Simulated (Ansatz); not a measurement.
Consider the isomerisation: `CC=C=C[SiH3]` → `C#CC(C)[SiH3]`.

Gas-phase electronic energies from Ansatz, PBE0-D4/def2-TZVP geometries. CCSD(T)/CBS adds triple-zeta CCSD(T) − MP2 to the extrapolated MP2 energy (def2 sets, frozen cores). Functionals use def2-TZVPP.

`CC=C=C[SiH3]`:

Cartesian coordinates in Å:
```
C 0.735 -1.537 1.697
C -0.457 -0.799 1.171
C -0.572 -0.348 -0.045
C -0.661 0.139 -1.250
Si -0.069 1.858 -1.644
H 0.453 -2.535 2.044
H 1.503 -1.644 0.931
H 1.172 -1.009 2.550
H -1.289 -0.631 1.853
H -1.093 -0.480 -2.036
H 0.990 1.818 -2.689
H 0.474 2.480 -0.411
H -1.186 2.689 -2.172
```

`C#CC(C)[SiH3]`:

Cartesian coordinates in Å:
```
C -1.591 -0.385 -1.959
C -0.829 0.041 -1.133
C 0.097 0.500 -0.119
C -0.594 0.803 1.216
Si 1.457 -0.809 0.081
H -2.267 -0.751 -2.695
H 0.593 1.408 -0.484
H -1.361 1.569 1.090
H 0.130 1.158 1.952
H -1.077 -0.091 1.615
H 0.851 -2.072 0.573
H 2.139 -1.046 -1.215
H 2.451 -0.324 1.079
```

CCSD(T)/CBS gives +21.0 kJ/mol.

**Question.** Another level gave +41.5 kJ/mol. Which?
A. revPBE-D4/def2-TZVPP
B. PBE-QIDH/def2-TZVPP
C. r2SCAN0-D4/def2-TZVPP
D. B2PLYP/def2-TZVPP

**Answer.** A. revPBE-D4 41.5, PBE-QIDH 24.6, B2PLYP 29.3, r2SCAN0-D4 36.6 kJ/mol.

**Question.** What do rigid-rotor, harmonic-oscillator terms from PBE0-D4/def2-TZVP frequencies (298.15 K, 1 bar) make of the CCSD(T)/CBS value? (An estimate is asked.)

**Answer.** The calculation gave: ΔZPE = -0.2 kJ/mol, ΔH = +20.6 kJ/mol, ΔS = -7 J/(mol·K), ΔG = +22.6 kJ/mol.

Largest T1 diagnostic among the species: 0.012.

From PBE to PBE0 (25 % exact exchange), in def2-TZVPP and without D4, ΔE moves by −5.8 kJ/mol. In def2-TZVPP, CCSD(T) changes the Hartree–Fock value by −7.5 kJ/mol (the triples alone add +0.5 kJ/mol) and MP2 by −20.1 kJ/mol.

CCSD(T)/CBS has its own doubt, a few kJ/mol and more with outer-core shells, so smaller differences from it don't rank the levels.
